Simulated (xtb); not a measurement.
C$_{4}$H$_{11}$S (SMILES CC[SH+]CC), charge +1, singlet, at a GFN2-xTB geometry, atoms displaced at random by about 0.02 Å a coordinate. Base run: GFN1-xTB run with xtb 6.7.1.

xtb was given this input:
```
$ xtb mol.xyz --gfn 1 --chrg 1 --opt --json

# file mol.xyz
16

C      2.60173476     0.28167334    -0.44285149
C      1.45556266    -0.60991423    -0.13609116
S     -0.01807365     0.44135344     0.32176408
C     -1.41278637    -0.66740675     0.12555653
C     -2.68984513     0.09679928    -0.00142097
H      3.47669076    -0.34750929    -0.64971884
H      2.46475423     0.89250255    -1.30883571
H      2.92732679     0.92044103     0.37312523
H      1.17223682    -1.18746475    -1.00925685
H      1.65404956    -1.22492091     0.72000504
H     -0.11461564     1.08822597    -0.84206734
H     -1.19066791    -1.28757463    -0.78694780
H     -1.42084721    -1.31515225     1.00555084
H     -3.49659415    -0.64608204    -0.04437140
H     -2.87042190     0.73282751     0.84312509
H     -2.71120202     0.73512418    -0.89890600
```

The base run was repeated with changes; each row names its change, and settings that it needs were set with it.

```csv
change,ΔE vs base (mEh),optimiser steps
base,0.000,7
opt level = extreme,-0.016,32
alpb = water,-78.331,6
engine = lbfgs,-0.003,-
opt level = tight,-0.011,14
opt level = lax,0.005,6
opt level = sloppy,0.040,4
opt level = loose,0.012,5
engine = inertial,0.043,-
alpb = methanol,-82.933,7
```
